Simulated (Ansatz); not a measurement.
Two isomers of H6NOSbSi: A = `N[SiH](O)[SbH2]`, B = `[OH][SbH][NH][SiH3]`.

Isolated molecules relaxed with PBE0-D4/def2-TZVP in Ansatz; ΔE leaves out vibrations. CCSD(T)/CBS is the MP2 limit (def2-TZVPP, def2-QZVPP) plus CCSD(T) − MP2 in def2-TZVPP, frozen cores. Functionals use def2-TZVPP. B3LYP here is the variant with VWN-RPA as its local correlation; programs differ in this. def2 core potentials past Kr. For Sb outer-core shells are correlated without core-valence functions, which leaves a few kJ/mol of doubt a bond. Each species was taken in one conformer, which may not be the lowest.

(1) Which isomer does CCSD(T)/CBS put lower? Give the gap. (An estimate is asked.)

(2) Give E(B) − E(A) in kJ/mol with ωB97M-V, B3LYP-D4, B3LYP, PBE0-D4, MP2/def2-TZVPP, B2PLYP, PBE-D4. (Best estimate.)

Largest T1 diagnostic: 0.014.

Results:

(1) Ansatz gave: A, by 118.8 kJ/mol.

(2) The calculation gave: ωB97M-V 124.7, B3LYP-D4 119.6, B3LYP 120.2, PBE0-D4 134.1, MP2/def2-TZVPP 121.2, B2PLYP 118.3, PBE-D4 124.3. None reverses the order clearly.

In def2-TZVPP, CCSD(T) changes the Hartree–Fock value by −4.2 kJ/mol (the triples alone add −2.9 kJ/mol) and MP2 by −3.9 kJ/mol. From PBE to PBE0 (25 % exact exchange), in def2-TZVPP and without D4, E(B) − E(A) moves by +9.6 kJ/mol.
